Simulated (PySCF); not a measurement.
Input for PySCF: D3(BJ) and D4 dispersion corrections on BH5N2O (SMILES NB(N)O), a point of a torsion scan.

```python
from pyscf import gto
from pyscf.dispersion import dftd3, dftd4

mol = gto.M(
    atom='''
    N     0.89354655    0.84918312   -0.12363551
    B     0.00815114   -0.24525302    0.00957675
    N    -1.38598053   -0.03701340    0.00159487
    O     0.47812335   -1.54825885    0.03448126
    H     1.89000547    0.74375681   -0.16828413
    H     0.58958441    1.80125691   -0.20154863
    H    -1.81805025    0.84382854   -0.20549917
    H    -2.02361456   -0.81089900   -0.01096751
    H     1.08995258   -1.73764228    0.73988838
    ''',
    basis='def2-svp',
    charge=0, spin=0, verbose=0, max_memory=1800)
d3, d4 = {}, {}
for xc in ['hf', 'pbe', 'blyp', 'revpbe', 'tpss', 'r2scan', 'b3lyp', 'pbe0', 'bhlyp', 'camb3lyp', 'b2plyp']:
    d3[xc] = float(dftd3.DFTD3Dispersion(mol, xc=xc, version='d3bj', atm=False).get_dispersion()['energy'])
    print(f'D3(BJ) {xc:10s} {d3[xc]:14.8f} Eh')
for xc in ['hf', 'pbe', 'blyp', 'revpbe', 'tpss', 'r2scan', 'b3lyp', 'pbe0', 'bhlyp', 'camb3lyp', 'b2plyp']:
    d4[xc] = float(dftd4.DFTD4Dispersion(mol, xc={'camb3lyp': 'cam-b3lyp'}.get(xc, xc), atm=True).get_dispersion()['energy'])
    print(f'D4     {xc:10s} {d4[xc]:14.8f} Eh')
```

The log:

```
D3(BJ) hf            -0.04094887 Eh
D3(BJ) pbe           -0.00482081 Eh
D3(BJ) blyp          -0.00997079 Eh
D3(BJ) revpbe        -0.01269152 Eh
D3(BJ) tpss          -0.00592413 Eh
D3(BJ) r2scan        -0.00129621 Eh
D3(BJ) b3lyp         -0.00808105 Eh
D3(BJ) pbe0          -0.00401946 Eh
D3(BJ) bhlyp         -0.00610223 Eh
D3(BJ) camb3lyp      -0.00341783 Eh
D3(BJ) b2plyp        -0.00358560 Eh
D4     hf            -0.01805260 Eh
D4     pbe           -0.00449729 Eh
D4     blyp          -0.01031385 Eh
D4     revpbe        -0.01638704 Eh
D4     tpss          -0.00610984 Eh
D4     r2scan        -0.00109227 Eh
D4     b3lyp         -0.00720813 Eh
D4     pbe0          -0.00371319 Eh
D4     bhlyp         -0.00485534 Eh
D4     camb3lyp      -0.00366720 Eh
D4     b2plyp        -0.00311910 Eh
```

The run finished.

Cost: around 0.020 core-seconds (rough).
